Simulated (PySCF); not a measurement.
O4Re (anion, charge -1), SMILES [O]=[Re-](=[O])(=[O])=[O] (CAM-B3LYP/def2-SVP optimised geometry):

```
5

Re    -0.576    -0.815     0.000
O      1.152    -0.815     0.000
O     -1.152    -1.629     1.411
O     -1.152     0.815     0.000
O     -1.152    -1.629    -1.411
```

Level of theory: CAM-B3LYP/def2-TZVPD, def2 effective core potentials past Kr (PySCF).

Question: What are the frontier orbital energies?

Answer: HOMO-2 -5.25 eV, HOMO-1 -5.25 eV, HOMO -5.25 eV, LUMO 4.31 eV, LUMO+1 4.43 eV.

On the same geometry PySCF with PBE/def2-TZVPD, def2 effective core potentials past Kr gives HOMO-2 -2.25 eV, HOMO-1 -2.25 eV, HOMO -2.25 eV, LUMO 2.77 eV, LUMO+1 2.77 eV.
